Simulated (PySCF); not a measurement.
SnOF2, SMILES [O]=[Sn]([F])[F]. Atoms are numbered in the order given.

```xyz
4

Sn     0.0000     0.0000     0.1071
O      0.0000     0.0000     1.9521
F      0.0000     1.4483    -1.1650
F      0.0000    -1.4483    -1.1650
```
Charge 0, spin multiplicity 1.

Geometry optimised at B3LYP-D3(BJ)/def2-SVP. The def2 effective core potentials stand for the cores of Sn; spin–orbit coupling is left out.

Method: PySCF with PBE/def2-TZVPD.

Symmetry labels are those of the subgroup C2v that the program uses (full group C2v).

Computed valence orbital energies around the gap with their symmetry:
```csv
orbital,symmetry,energy (eV)
HOMO−7,B2,-11.33
HOMO−6,A1,-10.60
HOMO−5,B1,-10.58
HOMO−4,A2,-10.15
HOMO−3,B2,-9.93
HOMO−2,A1,-9.64
HOMO−1,B1,-7.79
HOMO,B2,-7.46
LUMO,A1,-5.11
LUMO+1,B1,-3.34
LUMO+2,B2,-1.00
LUMO+3,A1,0.16
```
